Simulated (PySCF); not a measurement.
Computed shifts of a molecule C6H5Cl, B3LYP/pcSseg-1 run with PySCF, GIAO, gas phase, equivalent atoms averaged, in ppm (number of nuclei): ¹³C: 150.2 (1), 137.4 (2), 137.4 (2), 133.8 (1). ¹H: 7.60 (2), 7.55 (2), 7.45 (1). References: ³⁵Cl against HCl (σ = 933.3 ppm); ¹³C against TMS (σ = 181.3 ppm); ¹H against TMS (σ = 31.68 ppm), references at their B3LYP-D3(BJ)/def2-TZVP geometries, non-relativistic (without spin–orbit terms, shifts of atoms bonded to Cl or Br come out too high). Coordinates come from a PBE0-D3(BJ)/def2-SVP optimisation. The values are those of a single conformer.

Task: Which structure fits?
A) Clc1ccccc1
B) C#CC(=C=C)CCl
C) C#CC(Cl)=C=CC
D) C=C=C(Cl)C#CC

Result: A, Clc1ccccc1
